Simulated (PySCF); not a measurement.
AlH2O2, Al2H3O, Al2FH3O (calculated)

Calculation on a computer-drawn molecule: the log of a Hartree-Fock and frozen-core CCSD(T) single point meant for a local Hartree-Fock minimum, with one planted fault or none, to be diagnosed. Offsets are logged minus clean, where the clean run is the same molecule without the fault. The reference is restricted for singlets and unrestricted otherwise, and also for a bond in bohr or an excited solution. Adding or removing an electron swaps singlet and doublet. The excited solution moves the top pair (singlet) or top alpha electron (doublet) to the lowest empty orbital. Highest occupied and lowest empty are orbital energies over both spins, largest force is the largest gradient component, triples share is (T) over the correlation energy, the T1 limit is 0.02 restricted and 0.045 unrestricted, electrons count all cores, a negative frequency is imaginary (commonest isotopes), and the dipole is about the centre of nuclear charge. Program: PySCF 2.14.0.

Common to all runs: meant basis cc-pV(D+d)Z; logged SCF converged yes; logged SCF stable within its kind yes; possible faults no fault, one electron removed, one electron added, multiplicity raised by two, geometry at a saddle point, SCF held on an excited solution, minimal basis STO-3G, one bond length entered in bohr, all coordinates scaled.

(1) 
```xyz
5
formula=AlH2O2 meant_charge=1 meant_multiplicity=1 logged_electrons=31 logged_basis_functions=61 logged_spin_squared=0.7586 logged_highest_occupied=-5.7284 logged_lowest_empty=2.2701 logged_largest_force=0.054972 logged_T1_diagnostic=0.016636 logged_D1_diagnostic=0.046175 logged_triples_share=0.02142 logged_CC_converged=yes logged_dipole_magnitude=0.0030469 logged_energy_HF=-392.84326 logged_energy_CCSD(T)=-393.29142 planted_fault=one_electron_added HF_energy_offset_from_clean_run=-123.5 CCSD(T)_energy_offset_from_clean_run=-132
O      2.1375    -0.7766     0.4047
Al     1.6425     0.6098    -0.1816
O      1.1475     1.9961    -0.7682
H      2.4312    -1.6027     0.7536
H      0.8529     2.8218    -1.1174
```

Units: logged_highest_occupied, logged_lowest_empty in eV; logged_largest_force in hartree/bohr; logged_dipole_magnitude in debye; logged_energy_HF, logged_energy_CCSD(T) in hartree; HF_energy_offset_from_clean_run, CCSD(T)_energy_offset_from_clean_run in kcal/mol.

Drawn bonds:
```tsv
atom	other atom	order
1	2	1
2	3	1
1	4	1
3	5	1
```

(2) 
```xyz
5
formula=AlH2O2 meant_charge=1 meant_multiplicity=1 logged_electrons=30 logged_basis_functions=61 logged_spin_squared=0 logged_highest_occupied=-20.374 logged_lowest_empty=-4.9989 logged_largest_force=1.006e-05 logged_lowest_frequency=201.72 logged_T1_diagnostic=0.014788 logged_D1_diagnostic=0.036689 logged_triples_share=0.018791 logged_CC_converged=yes logged_dipole_magnitude=0.0015481 logged_energy_HF=-392.64649 logged_energy_CCSD(T)=-393.08105
O      2.1375    -0.7766     0.4047
Al     1.6425     0.6098    -0.1816
O      1.1475     1.9961    -0.7682
H      2.4312    -1.6027     0.7536
H      0.8529     2.8218    -1.1174
```

Units: logged_highest_occupied, logged_lowest_empty in eV; logged_largest_force in hartree/bohr; logged_lowest_frequency in cm⁻¹; logged_dipole_magnitude in debye; logged_energy_HF, logged_energy_CCSD(T) in hartree.

Drawn bonds:
```tsv
atom	other atom	order
1	2	1
2	3	1
1	4	1
3	5	1
```

(3) 
```xyz
6
formula=Al2H3O meant_charge=0 meant_multiplicity=2 logged_electrons=37 logged_basis_functions=75 logged_spin_squared=1.7788 logged_highest_occupied=-7.7314 logged_lowest_empty=0.0080473 logged_largest_force=0.028331 logged_dipole_magnitude=2.4484 logged_energy_HF=-560.30319
O     -0.5948    -1.2895    -1.2959
Al     1.0688    -1.6213    -1.3943
Al     2.6464     0.4458    -1.2415
H     -1.9337    -2.4634    -1.2094
H      1.5202    -3.1454    -1.3939
H      3.2248     1.2568    -2.4883
```

Units: logged_highest_occupied, logged_lowest_empty in eV; logged_largest_force in hartree/bohr; logged_dipole_magnitude in debye; logged_energy_HF in hartree.

Drawn bonds:
```tsv
atom	other atom	order
1	2	1
2	3	1
1	4	1
2	5	1
3	6	1
```

Notes: coupled-cluster numbers left out as unreliable.

(4) 
```xyz
7
formula=Al2FH3O meant_charge=0 meant_multiplicity=1 logged_electrons=46 logged_basis_functions=89 logged_spin_squared=2.0051 logged_highest_occupied=-6.2864 logged_lowest_empty=-1.5119 logged_largest_force=0.018663 logged_T1_diagnostic=0.022608 logged_D1_diagnostic=0.10336 logged_triples_share=0.020062 logged_CC_converged=yes logged_dipole_magnitude=3.3345 logged_energy_HF=-659.90053 logged_energy_CCSD(T)=-660.42713
O      1.3869    -1.1155     0.3628
Al     0.6158     0.0698    -0.5752
Al    -0.7006    -0.8443    -2.6238
F     -0.0318    -0.5790    -4.1254
H      1.9204    -0.9932     1.1312
H      0.7619     1.5849    -0.1282
H     -2.0678    -1.6354    -2.6609
```

Units: logged_highest_occupied, logged_lowest_empty in eV; logged_largest_force in hartree/bohr; logged_dipole_magnitude in debye; logged_energy_HF, logged_energy_CCSD(T) in hartree.

Drawn bonds:
```tsv
atom	other atom	order
1	2	1
2	3	1
3	4	1
1	5	1
2	6	1
3	7	1
```

Questions
1. Which fault was planted in the run of AlH2O2 (entry 2)?
2. Give the missing planted fault for Al2H3O (entry 3).
3. Give the missing planted fault for Al2FH3O (entry 4).

Calculated values
1. no fault
2. one bond length entered in bohr, row 3 of the drawn bonds
3. multiplicity raised by two

Further results for AlH2O2 (entry 2):

* HF energy offset from clean run: 0 kcal/mol
* CCSD(T) energy offset from clean run: 0 kcal/mol

Further results for Al2H3O (entry 3):

* HF energy offset from clean run: 101.6 kcal/mol

Further results for Al2FH3O (entry 4):

- HF energy offset from clean run: 72.71 kcal/mol
- CCSD(T) energy offset from clean run: 79.45 kcal/mol
